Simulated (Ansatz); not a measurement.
Cost and result for the atomization energy of `N=[C](O)[AlH][SH]` (9 atoms, 8 bonds).

```json
{"atom": "N1", "x (Å)": "-0.2311", "y (Å)": "-1.4352", "z (Å)": "-1.1891"}
{"atom": "C2", "x (Å)": "-0.0763", "y (Å)": "-0.3283", "z (Å)": "-0.5918"}
{"atom": "O3", "x (Å)": "0.0069", "y (Å)": "0.8957", "z (Å)": "-1.1735"}
{"atom": "Al4", "x (Å)": "0.0543", "y (Å)": "-0.4229", "z (Å)": "1.3818"}
{"atom": "S5", "x (Å)": "0.3251", "y (Å)": "1.4551", "z (Å)": "2.4485"}
{"atom": "H6", "x (Å)": "-0.2952", "y (Å)": "-1.3530", "z (Å)": "-2.2106"}
{"atom": "H7", "x (Å)": "-0.0699", "y (Å)": "0.8096", "z (Å)": "-2.1357"}
{"atom": "H8", "x (Å)": "-0.0298", "y (Å)": "-1.7798", "z (Å)": "2.1690"}
{"atom": "H9", "x (Å)": "0.3160", "y (Å)": "2.1587", "z (Å)": "1.3014"}
```

Charge 0, multiplicity 1. Geometry: relaxed with PBE0-D4/def2-TZVP. It is one conformer, not always the lowest. Program: Ansatz. All runs use 4 threads of an Arm Neoverse V1 on a shared host. Times are those of one run each, without the atoms' runs, and a repeat can differ threefold. Electronic energies, without spin–orbit coupling; frozen cores. CCSD(T)/CBS adds CCSD(T) − MP2 in def2-TZVPP to the MP2 limit, and its time is that of the two runs behind it. T1 = 0.014. B3LYP takes the VWN-RPA correlation (the form of Gaussian; ORCA's B3LYP/G).

CCSD(T)/CBS is a level of theory with its own doubt, some kJ/mol a heavy atom from the limit and from the frozen cores, so smaller differences don't rank the functionals.

| level | functions | wall time | atomization (kJ/mol) | difference from CCSD(T)/CBS | per bond |
| --- | --- | --- | --- | --- | --- |
| PBE-D4/def2-TZVPP (with forces) | 233 | 2.3 s | 3251.4 | 99.7 | 12.5 |
| PBE0-D4/def2-TZVPP | 233 | 2.9 s | 3149.2 | -2.5 | -0.3 |
| B3LYP-D4/def2-TZVPP (with forces) | 233 | 4.2 s | 3147.7 | -4.0 | -0.5 |
| r2SCAN-D4/def2-TZVPP (with forces) | 233 | 4.5 s | 3162.8 | 11.1 | 1.4 |
| B2PLYP/def2-TZVPP | 233 | 4.9 s | 3109.7 | -42.0 | -5.3 |
| ωB97X-V/def2-TZVPP | 233 | 7 s | 3169.2 | 17.5 | 2.2 |
| ωB97M-V/def2-TZVPP (with forces) | 233 | 10 s | 3172.4 | 20.7 | 2.6 |
| MP2/def2-QZVPP | 431 | 17 s | 3184.6 | 32.9 | 4.1 |
| CCSD(T)/def2-TZVPP | 233 | 90 s | 3043.0 | -108.7 | -13.6 |
| CCSD(T)/CBS(def2) | – | 110 s | 3151.7 | 0.0 | 0.0 |

From PBE to PBE0 (25 % exact exchange), in def2-TZVPP and without D4, the atomization energy moves by −99.4 kJ/mol: exact exchange takes away binding that semilocal exchange gives to molecules. In def2-TZVPP, CCSD(T) changes the Hartree–Fock value by +954.9 kJ/mol (the triples alone add +69.9 kJ/mol) and MP2 by +1032.3 kJ/mol; breaking electron pairs costs correlation energy, which Hartree–Fock lacks. The D4 term adds +30.6 kJ/mol with B3LYP and +16.1 kJ/mol with PBE0; it sums over pairs of atoms, weighted by their polarisabilities, and B3LYP, whose exchange is more repulsive, gets the larger term.
